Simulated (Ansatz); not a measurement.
Program: Ansatz. Geometries: PBE0-D4/def2-TZVP. ΔE: electronic, gas phase. CCSD(T)/CBS is the MP2 limit (def2-TZVPP, def2-QZVPP) plus CCSD(T) − MP2 in def2-TZVPP, frozen cores. This one scheme is used for every species. DFT in def2-TZVPP. B3LYP here is the variant with VWN-RPA as its local correlation; programs differ in this. HSE06 is defined as in plane-wave codes. One conformer a species, not always the lowest.

Consider the ligand exchange at the Si–N bond: `C[SiH2]N[SiH2]Cl` + H₂S → `S[SiH2]Cl` + `C[SiH2]N`.

`C[SiH2]N[SiH2]Cl`:

Cartesian coordinates in Å:
```
C -0.280 -1.845 0.919
Si -0.976 -0.151 0.573
N -0.329 0.572 -0.871
Si 0.980 1.660 -0.978
Cl 2.824 0.726 -0.854
H -0.703 -2.255 1.840
H 0.806 -1.799 1.028
H -0.511 -2.539 0.106
H -2.456 -0.240 0.437
H -0.631 0.784 1.675
H -0.609 0.146 -1.744
H 0.956 2.341 -2.292
H 0.927 2.601 0.160
```

H₂S:

Cartesian coordinates in Å:
```
S 0.410 -0.461 0.051
H -0.286 0.264 0.938
H -0.124 0.197 -0.989
```

`S[SiH2]Cl`:

Z-matrix (Å, degrees):
```
Si
Cl 1 2.054
S 1 2.120 2 112.9
H 1 1.478 2 108.5 3 -116.6
H 1 1.479 2 106.5 3 122.3
H 3 1.344 1 94.3 2 70.4
```

`C[SiH2]N`:

```xyz
10

C    -0.585   -0.825   -0.967
Si    0.255   -0.236    0.598
N     0.554    1.454    0.716
H    -0.727   -1.910   -0.941
H     0.014   -0.586   -1.850
H    -1.566   -0.360   -1.087
H     1.574   -0.918    0.708
H    -0.602   -0.606    1.759
H     1.282    1.887    0.172
H    -0.199    2.099    0.891
```

| level | ΔE (kcal/mol) | difference from CCSD(T)/CBS |
| --- | --- | --- |
| LDA (SPW92) | 2.5 | -1.6 |
| PBE-D4 | 1.9 | -2.2 |
| revPBE-D4 | 2.3 | -1.8 |
| BLYP-D4 | 4.1 | 0.0 |
| B97M-V | 3.2 | -0.9 |
| PBE0-D4 | 2.6 | -1.5 |
| r2SCAN0-D4 | 3.3 | -0.8 |
| HSE06-D4 | 2.5 | -1.6 |
| BHLYP-D4 | 5.2 | 1.1 |
| CAM-B3LYP-D4 | 5.1 | 1.0 |
| ωB97M-V | 4.0 | -0.1 |
| B2PLYP | 3.6 | -0.5 |
| PBE-QIDH | 3.1 | -1.0 |
| PBE | 0.8 | -3.3 |
| revPBE | 0.1 | -4.0 |
| BLYP | 2.1 | -2.0 |
| PBE0 | 1.5 | -2.6 |
| B3LYP | 2.8 | -1.3 |
| r2SCANh | 2.6 | -1.5 |
| r2SCAN0 | 2.8 | -1.3 |
| HSE06 | 1.5 | -2.6 |
| BHLYP | 3.9 | -0.2 |
| CAM-B3LYP | 4.0 | -0.1 |
| LC-ωPBE | 2.7 | -1.4 |
| RPA@PBE/def2-TZVPP | 5.5 | 1.4 |
| HF/def2-SVP | 5.9 | 1.8 |
| MP2/def2-SVP | 6.0 | 1.9 |
| CCSD/def2-SVP | 6.3 | 2.2 |
| CCSD(T)/def2-SVP | 6.3 | 2.2 |
| HF/def2-TZVPP | 4.8 | 0.7 |
| MP2/def2-TZVPP | 4.4 | 0.3 |
| SCS-MP2/def2-TZVPP | 4.8 | 0.7 |
| CCSD/def2-TZVPP | 5.0 | 0.9 |
| CCSD(T)/def2-TZVPP | 4.9 | 0.8 |
| HF/def2-QZVPP | 5.1 | 1.0 |
| MP2/def2-QZVPP | 4.0 | -0.1 |
| SCS-MP2/def2-QZVPP | 4.4 | 0.3 |
| HF/CBS(def2) | 5.1 | 1.0 |
| MP2/CBS(def2) | 3.6 | -0.5 |
| CCSD/CBS(def2) | 4.3 | 0.2 |
| CCSD(T)/CBS | 4.1 | 0 |

Largest T1 diagnostic among the species: 0.010.

From PBE to PBE0 (25 % exact exchange), in def2-TZVPP and without D4, ΔE moves by +0.7 kcal/mol. At CCSD(T), def2-SVP lies +2.2 kcal/mol from the extrapolated value and def2-TZVPP +0.8 kcal/mol.
